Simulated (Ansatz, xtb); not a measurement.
# Relative energy of two conformers of C2H8NSb

Structure a: `C[CH2][SbH][NH2]`, a singlet. Structure b: `C[CH2][SbH][NH2]`, a singlet. Both are isolated molecules in the gas phase, relaxed with B3LYP-D3(BJ)/def2-SVP.

a (Å):

```json
{"atom": "C", "x (Å)": "-0.9470", "y (Å)": "-2.2687", "z (Å)": "-0.5658"}
{"atom": "C", "x (Å)": "-1.8307", "y (Å)": "-1.0277", "z (Å)": "-0.6537"}
{"atom": "N", "x (Å)": "0.2285", "y (Å)": "0.6555", "z (Å)": "1.1931"}
{"atom": "Sb", "x (Å)": "-1.7795", "y (Å)": "0.1262", "z (Å)": "1.2358"}
{"atom": "H", "x (Å)": "-0.9126", "y (Å)": "-2.8201", "z (Å)": "-1.5209"}
{"atom": "H", "x (Å)": "-1.3033", "y (Å)": "-2.9714", "z (Å)": "0.2063"}
{"atom": "H", "x (Å)": "0.0895", "y (Å)": "-1.9950", "z (Å)": "-0.3057"}
{"atom": "H", "x (Å)": "-2.8823", "y (Å)": "-1.2880", "z (Å)": "-0.8587"}
{"atom": "H", "x (Å)": "-1.4964", "y (Å)": "-0.3524", "z (Å)": "-1.4568"}
{"atom": "H", "x (Å)": "-2.2799", "y (Å)": "1.5822", "z (Å)": "0.4508"}
{"atom": "H", "x (Å)": "0.7975", "y (Å)": "-0.0366", "z (Å)": "1.6812"}
{"atom": "H", "x (Å)": "0.6016", "y (Å)": "0.7475", "z (Å)": "0.2468"}
```

b (Å):

```json
{"atom": "C", "x (Å)": "1.4601", "y (Å)": "-1.8796", "z (Å)": "1.1323"}
{"atom": "C", "x (Å)": "0.7976", "y (Å)": "-1.7945", "z (Å)": "-0.2375"}
{"atom": "N", "x (Å)": "-1.4505", "y (Å)": "-0.5369", "z (Å)": "1.5292"}
{"atom": "Sb", "x (Å)": "-0.7240", "y (Å)": "-0.2132", "z (Å)": "-0.3963"}
{"atom": "H", "x (Å)": "0.7045", "y (Å)": "-2.0222", "z (Å)": "1.9204"}
{"atom": "H", "x (Å)": "2.0247", "y (Å)": "-0.9617", "z (Å)": "1.3660"}
{"atom": "H", "x (Å)": "2.1661", "y (Å)": "-2.7265", "z (Å)": "1.1874"}
{"atom": "H", "x (Å)": "0.2752", "y (Å)": "-2.7322", "z (Å)": "-0.4871"}
{"atom": "H", "x (Å)": "1.5278", "y (Å)": "-1.6051", "z (Å)": "-1.0418"}
{"atom": "H", "x (Å)": "0.4368", "y (Å)": "1.0192", "z (Å)": "0.0026"}
{"atom": "H", "x (Å)": "-0.8746", "y (Å)": "-0.0919", "z (Å)": "2.2447"}
{"atom": "H", "x (Å)": "-2.3918", "y (Å)": "-0.1540", "z (Å)": "1.6241"}
```

Task: Which of the two would you expect CCSD(T)/def2-SVP + ΔMP2/def2-TZVPP electronic energies to favour?

Result: Structure b; the calculation gives E(b) − E(a) = −4.81 kJ/mol.

The same difference at several levels:

```csv
level,geometry,E(b) − E(a) (kJ/mol),departure from the last row (kJ/mol),"job, with rough time for the two"
B3LYP-D3(BJ)/def2-SVP,B3LYP-D3(BJ)/def2-SVP,−3.78,+1.03,"optimisation, 2.7 min"
HF/def2-SVP,B3LYP-D3(BJ)/def2-SVP,−2.18,+2.63,part of the CCSD(T) run
MP2/def2-SVP,B3LYP-D3(BJ)/def2-SVP,−4.31,+0.50,part of the CCSD(T) run
CCSD(T)/def2-SVP,B3LYP-D3(BJ)/def2-SVP,−4.22,+0.58,single point
CCSD(T)/def2-SVP + ΔMP2/def2-TZVPP,B3LYP-D3(BJ)/def2-SVP,−4.81,,"single point, 44 s"
```

The levels shown agree on the order. The largest departure from CCSD(T)/def2-SVP + ΔMP2/def2-TZVPP is that of HF/def2-SVP, 2.63 kJ/mol. Levels run at GFN2-xTB geometries aren't shown. The last row adds to CCSD(T) the change of the MP2 difference between the two basis sets, here −0.58 kJ/mol.

With harmonic frequencies from B3LYP-D3(BJ)/def2-SVP (ideal gas, rigid rotor, one conformer each, 298.15 K, 1 atm): the zero-point term adds +0.48 kJ/mol; ΔH is −4.51 and ΔG −3.77 kJ/mol.

The correlated steps freeze 7 core orbitals; the filled d shell of Sb is correlated, in a basis made for valence electrons. Atoms past krypton carry core potentials in the def2 sets and no spin–orbit term is included. Run with Ansatz 0.2.0; the last row on 2 threads of Intel(R) Xeon(R) Platinum 8259CL CPU @ 2.50GHz (Skylake/Cascade Lake) on a shared host.
